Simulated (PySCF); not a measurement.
**CrH₂: calculation against measurement**

Isolated CrH₂, optimised in PySCF with density fitting and no spin–orbit coupling; def2 sets carry scalar-relativistic core potentials from Rb on. It is a quintet of C2v symmetry: PBE0/def2-TZVP Cr–H 1.648 Å (×2), H–Cr–H 111.2°.

Formally Cr is in oxidation state +2, d4, with 4 unpaired electrons (the high-spin count). The Mulliken spin on Cr is 4.51. The polar-tensor charge on Cr, 0.78, is far below the formal one.

Measured fundamentals (Jacox, Vibrational and Electronic Energy Levels of Polyatomic Transient Molecules, as compiled in the NIST Chemistry WebBook) beside computed harmonic wavenumbers, in cm⁻¹:

| mode as compiled | computed symmetry | measured | medium | PBE0/def2-TZVP |
| --- | --- | --- | --- | --- |
| a1 crh s-stretch | a1 | 1650.9 | argon matrix | 1680 |
| b2 crh a-stretch | b2 | 1627.7 | neon matrix | 1660 |

Problem. How close does the calculation come?

Solution. Mean absolute differences: PBE0/def2-TZVP 1.9 %. The mean ratio of measured to computed values at PBE0/def2-TZVP is 0.982. Harmonic values should lie a little above fundamentals, most of all for X–H stretches; matrices shift bands further, usually down by up to a few per cent.

 Other spin states or occupations of the open shell can lie lower.
